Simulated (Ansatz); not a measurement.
Basis-set extrapolation for CH3ClF2Si, SMILES `FC[SiH](F)Cl` (PBE0-D4/def2-TZVP geometry, frozen core, the Gaussian-basis code of Ansatz). Multiplicity 1, RHF reference.

```csv
,def2-TZVPP,def2-QZVPP
HF,-987.171720,-987.204868
MP2 correlation,-0.971483,-1.061175
CCSD(T) correlation,-1.042243,not run
```

Energies in hartree. Use E(X) = E(∞) + A·exp(−7.88·√X) for Hartree–Fock and E(X) = E(∞) + B·X^(−2.97) for correlation, with X = 3 and 4, and add CCSD(T) minus MP2 of the smaller set to the MP2 limit.

Task: What is the CCSD(T) energy at the basis-set limit?

Result: HF limit: -987.204868 + (-0.033148) × 0.13774 = -987.20943. MP2 limit: -1.061175 + (-0.089692) × 0.74074 = -1.12761. Higher-order term: -1.042243 − (-0.971483) = -0.07076. Total: -988.40780 hartree, 5.27 eV below CCSD(T)/def2-TZVPP.
